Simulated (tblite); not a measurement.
Compound: C₄H₈OSi.
Atom-mapped SMILES: `[CH2:1]=[C:2]([SiH3:3])[CH2:4][CH:5]=[O:6]` (hydrogens: H7, H8 on C1; H9, H10, H11 on Si3; H12, H13 on C4; H14 on C5)

Computed with GFN2-xTB (tblite), gas phase: L-BFGS steps from a force-field or distance-geometry start until the largest atomic force falls under 0.01 eV/Å.

At the end of the run (lengths in Å): C4–C5 1.493, C1=C2 1.324, Si3–H10 1.462, Si3–H9 1.457, C4–H12 1.098, C5=O6 1.200, C2–Si3 1.897, C2–C4–C5 111.6°, C1–C2–C4 120.1°, C4–C5–O6 124.5°, Si3–C2–C4 117.1°, C1–C2–C4–C5 138°, C2–C4–C5–O6 19°, H9–Si3–C2–C1 -84°, H12–C4–C2–C1 -106°.

Problem. These geometries were met on the way; a selection of coordinates is given. Order them by energy above the end point, lowest first.
A. C4–C5 1.532, C1=C2 1.350, Si3–H10 1.487, Si3–H9 1.480, C4–H12 1.081, C5=O6 1.216, C2–Si3 1.885, C2–C4–C5 114.3°, C1–C2–C4 122.8°, C4–C5–O6 126.1°, Si3–C2–C4 116.2°, C1–C2–C4–C5 106°, C2–C4–C5–O6 8°, H9–Si3–C2–C1 -59°, H12–C4–C2–C1 -130°
B. C4–C5 1.499, C1=C2 1.323, Si3–H10 1.464, Si3–H9 1.458, C4–H12 1.094, C5=O6 1.199, C2–Si3 1.892, C2–C4–C5 109.2°, C1–C2–C4 120.3°, C4–C5–O6 124.6°, Si3–C2–C4 116.6°, C1–C2–C4–C5 109°, C2–C4–C5–O6 11°, H9–Si3–C2–C1 -54°, H12–C4–C2–C1 -131°
C. C4–C5 1.499, C1=C2 1.323, Si3–H10 1.463, Si3–H9 1.457, C4–H12 1.096, C5=O6 1.201, C2–Si3 1.893, C2–C4–C5 110.0°, C1–C2–C4 120.8°, C4–C5–O6 124.3°, Si3–C2–C4 115.2°, C1–C2–C4–C5 120°, C2–C4–C5–O6 19°, H9–Si3–C2–C1 -61°, H12–C4–C2–C1 -124°
D. C4–C5 1.494, C1=C2 1.324, Si3–H10 1.463, Si3–H9 1.458, C4–H12 1.098, C5=O6 1.200, C2–Si3 1.897, C2–C4–C5 110.3°, C1–C2–C4 120.4°, C4–C5–O6 125.2°, Si3–C2–C4 115.5°, C1–C2–C4–C5 128°, C2–C4–C5–O6 21°, H9–Si3–C2–C1 -71°, H12–C4–C2–C1 -115°
E. C4–C5 1.510, C1=C2 1.334, Si3–H10 1.470, Si3–H9 1.462, C4–H12 1.102, C5=O6 1.199, C2–Si3 1.895, C2–C4–C5 114.7°, C1–C2–C4 121.6°, C4–C5–O6 126.8°, Si3–C2–C4 116.6°, C1–C2–C4–C5 107°, C2–C4–C5–O6 5°, H9–Si3–C2–C1 -58°, H12–C4–C2–C1 -131°

Solution. D (0.024 eV), C (0.042 eV), B (0.070 eV), E (0.114 eV), A (0.187 eV).

| step | E above end (eV) | rms distance from the end, all atoms (Å) | largest force (eV/Å) | rms shift of all bonds from the end (Å) |
| --- | --- | --- | --- | --- |
| 53 | 0.024 | 0.163 | 0.099 | 0.001 |
| 44 | 0.042 | 0.271 | 0.125 | 0.002 |
| 27 | 0.070 | 0.373 | 0.106 | 0.003 |
| 3 | 0.114 | 0.457 | 0.498 | 0.007 |
| 0 | 0.187 | 0.459 | 1.548 | 0.018 |

Rows stand in the order of the answer.
